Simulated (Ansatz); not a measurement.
The same path of CH6Sn + H2O (11 atoms, charge 0, multiplicity 1) was run twice with different band settings. Lost on the way: Sn1–H2, O9–H11. Made: Sn1–O9, H2–H11.

All numbers below come from Ansatz 0.2.0, RKS PBE-D4/def2-SVP.

Relaxed end points:

```xyz
11
Properties=species:S:1:pos:R:3
Sn 0.208 0.089 -0.092
H 0.225 -0.221 1.615
C 2.267 -0.007 -0.798
H 2.694 -1.007 -0.592
H 2.300 0.182 -1.889
H 2.878 0.759 -0.283
H -0.436 1.651 -0.429
H -0.693 -1.155 -0.894
O -2.731 0.032 1.093
H -2.795 -0.896 0.798
H -2.297 -0.057 1.962
```

```xyz
11
Properties=species:S:1:pos:R:3
Sn -0.296 0.141 -1.036
H -0.698 0.207 3.480
C 1.802 -0.136 -0.637
H 1.946 -1.157 -0.233
H 2.393 -0.020 -1.566
H 2.140 0.604 0.113
H -0.789 1.807 -1.117
H -0.842 -0.715 -2.448
O -1.144 -0.726 0.590
H -2.111 -0.587 0.592
H -0.780 -0.047 2.753
```

Common settings: spring 5.0 eV/Å²; optimiser quadratic models (default); start path through a guess of the saddle point; force threshold 0.05 eV/Å; iteration limit 60; end points relaxed.

| run | movable images | climbing image |
| --- | --- | --- |
| 1 | 5 | yes |
| 2 | 3 | no |

Task: What does each run give, and how far can it be trusted?

Result: Run 1: converged after 28 iterations, highest image 1.251 eV above the first end. A vibrational analysis at the climbing image gives one clearly imaginary mode, 1119i cm⁻¹: a first-order saddle point.
Run 2: converged after 16 iterations, highest image 0.473 eV above the first end. No image climbed, so the highest image needn't sit at the top of the path. A band with more images between the same ends climbed to 1.25 eV, so this one has probably stepped over the top. So few images can step over the top or miss a turn of the path.
The orbitals stay closed-shell, which can raise the energy where a bond breaks towards radicals; this wasn't checked here.
